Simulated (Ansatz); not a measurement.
A nudged elastic band was laid between two geometries of H2S + H4Sn (8 atoms, charge 0, multiplicity 1).

Level of theory: Ansatz 0.2.0, RKS PBE0-D4/def2-SVP.

```
movable images  : 7
climbing image  : yes
spring          : 5.0 eV/Å²
optimiser       : quadratic models (default)
start path      : through a guess of the saddle point
force threshold : 0.05 eV/Å
iteration limit : 60
end points      : relaxed
```

Initial state:

```xyz
8
Properties=species:S:1:pos:R:3
Sn 0.391 0.058 -0.183
H 0.376 -0.059 1.524
H 2.018 -0.055 -0.723
H -0.256 1.557 -0.682
H -0.498 -1.237 -0.861
S -3.212 0.137 1.153
H -3.207 -1.174 0.829
H -2.598 -0.100 2.332
```

Final state:

```xyz
8
Properties=species:S:1:pos:R:3
Sn -0.336 0.264 -0.664
H -0.592 -1.437 3.194
H 0.960 1.192 -0.048
H -0.666 0.662 -2.299
H -0.049 -1.418 -0.506
S -2.234 0.877 0.726
H -3.046 -0.064 0.194
H -1.023 -0.949 2.793
```

(1) Which bonds break or form, and what moves?

(2) Give the energies along the band, and the barrier.

(3) What is the geometry of the highest image?

The band took 23 iterations and about 7 core-minutes.

## Answers

(1) Bonds broken: Sn1–H2, S6–H8. Bonds formed: Sn1–S6, H2–H8. H2S + H4Sn becomes H2 + H4SSn.

(2) The forces met the threshold. The highest image is number 2 of 0 to 8, 1.72 eV above the first end and 1.99 eV above the last; the last end lies 0.27 eV below the first. Beside the main top the profile has a ripple of under 15 meV (maxima at images 2, 6), which may be a very shallow well or noise. Neighbouring images differ by up to 1.6 eV, so the band resolves the path poorly. A vibrational analysis at the climbing image gives 2 clearly imaginary modes (1329i, 87i cm⁻¹): a point of higher order, so a lower path passes nearby. The orbitals stay closed-shell, which can raise the energy where a bond breaks towards radicals; this wasn't checked here.

```json
{"image": "0", "path coordinate (Å)": "0.00", "energy (eV)": "0.00", "Sn1–H2 (Å)": "1.71", "S6–H8 (Å)": "1.35", "Sn1–S6 (Å)": "3.84"}
{"image": "1", "path coordinate (Å)": "1.13", "energy (eV)": "0.13", "Sn1–H2 (Å)": "1.72", "S6–H8 (Å)": "1.35", "Sn1–S6 (Å)": "3.51"}
{"image": "2", "path coordinate (Å)": "2.26", "energy (eV)": "1.72", "Sn1–H2 (Å)": "2.04", "S6–H8 (Å)": "1.73", "Sn1–S6 (Å)": "2.80"}
{"image": "3", "path coordinate (Å)": "3.34", "energy (eV)": "0.19", "Sn1–H2 (Å)": "2.77", "S6–H8 (Å)": "2.35", "Sn1–S6 (Å)": "2.48"}
{"image": "4", "path coordinate (Å)": "4.41", "energy (eV)": "-0.25", "Sn1–H2 (Å)": "3.72", "S6–H8 (Å)": "2.83", "Sn1–S6 (Å)": "2.43"}
{"image": "5", "path coordinate (Å)": "5.49", "energy (eV)": "-0.26", "Sn1–H2 (Å)": "4.62", "S6–H8 (Å)": "3.22", "Sn1–S6 (Å)": "2.43"}
{"image": "6", "path coordinate (Å)": "6.56", "energy (eV)": "-0.25", "Sn1–H2 (Å)": "4.31", "S6–H8 (Å)": "3.02", "Sn1–S6 (Å)": "2.43"}
{"image": "7", "path coordinate (Å)": "7.64", "energy (eV)": "-0.26", "Sn1–H2 (Å)": "4.19", "S6–H8 (Å)": "3.02", "Sn1–S6 (Å)": "2.43"}
{"image": "8", "path coordinate (Å)": "8.71", "energy (eV)": "-0.27", "Sn1–H2 (Å)": "4.22", "S6–H8 (Å)": "3.01", "Sn1–S6 (Å)": "2.43"}
```

(3) 
```xyz
8
Properties=species:S:1:pos:R:3
Sn -0.204 0.060 -0.202
H -0.235 -0.227 1.817
H 1.504 -0.014 0.079
H -0.512 1.575 -0.934
H -0.664 -1.357 -1.037
S -2.724 0.244 1.015
H -2.951 -1.082 0.876
H -1.198 -0.071 1.775
```

Time of the run: 7.4 min on 1 thread of Arm Neoverse V1, with other jobs on the host, peak memory 0.15 GiB.
